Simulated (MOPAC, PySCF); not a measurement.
Bond stretch in H₆GeSi, SMILES [SiH3][GeH3]. The Si1–Ge5 bond (Si1 also carries H, H, H; Ge5 carries H, H, H) is stretched with both fragments frozen at the PBE0/def2-TZVP optimised geometry.

- RKS-BLYP = restricted BLYP/cc-pVDZ in PySCF 2.14.0
- UKS-B3LYP/3-21G = unrestricted B3LYP/3-21G run with PySCF
- PM3, restricted, heats of formation (MOPAC)
- RHF/cc-pVDZ (PySCF)
- RHF/STO-3G = restricted Hartree-Fock/STO-3G run with PySCF

Energies are in eV, each relative to the lowest point of its own curve near equilibrium.

| R / Å | RKS-BLYP | UKS-B3LYP/3-21G | PM3 | RHF | RHF/STO-3G |
|---|---|---|---|---|---|
| 1.89 | 2.581 | 2.462 | 0.899 | 2.880 | 2.227 |
| 2.00 | 1.378 | 1.293 | 0.566 | 1.540 | 1.098 |
| 2.16 | 0.422 | 0.377 | 0.231 | 0.466 | 0.226 |
| 2.26 | 0.139 | 0.114 | … | 0.147 | … |
| 2.32 | 0.049 | 0.035 | … | 0.047 | 0.000 |
| 2.38 | 0.005 | 0.000 | 0.000 | 0.000 | 0.037 |
| 2.45 | 0.000 | 0.005 | 0.022 | 0.000 | 0.147 |
| 2.55 | 0.059 | 0.076 | 0.147 | 0.078 | 0.404 |
| 2.61 | 0.122 | 0.146 | 0.267 | 0.158 | 0.605 |
| 2.79 | 0.390 | 0.433 | 0.748 | 0.499 | 1.356 |
| 2.91 | 0.608 | 0.665 | 1.100 | 0.777 | 1.939 |
| 3.25 | 1.261 | 1.368 | 2.029 | 1.639 | 3.698 |
| 3.59 | 1.853 | 2.029 | 2.814 | 2.476 | 5.320 |
| 3.91 | 2.309 | 2.537 | 3.413 | 3.182 | 6.543 |
| 4.25 | 2.686 | 2.830 | 3.907 | 3.831 | 7.481 |
| 4.72 | 3.056 | 3.008 | 4.390 | 4.569 | 8.281 |
| 5.25 | 3.320 | 3.081 | 4.742 | 5.209 | 8.755 |
| 5.83 | 3.487 | 3.107 | 4.986 | … | 9.029 |
| 6.42 | 3.578 | 3.114 | 5.152 | 6.057 | 9.203 |
| 7.12 | … | 3.116 | 5.306 | 6.316 | 9.352 |
| 8.28 | 3.655 | 3.116 | … | 6.556 | 9.532 |

Fill in the missing entries.


- 2.26, PM3: 0.080
- 2.26, RHF/STO-3G: 0.024
- 2.32, PM3: 0.023
- 5.83, RHF: 5.713
- 7.12, RKS-BLYP: 3.629
- 8.28, PM3: 5.461

The restricted form behind RKS-BLYP, PM3, RHF, RHF/STO-3G keeps the bonding electrons paired and can't separate into open-shell fragments. The unrestricted determinant behind UKS-B3LYP/3-21G is spin-contaminated at 3.91 to 8.28 Å (<S²> up to 1.0, against 0.00 for a pure singlet).
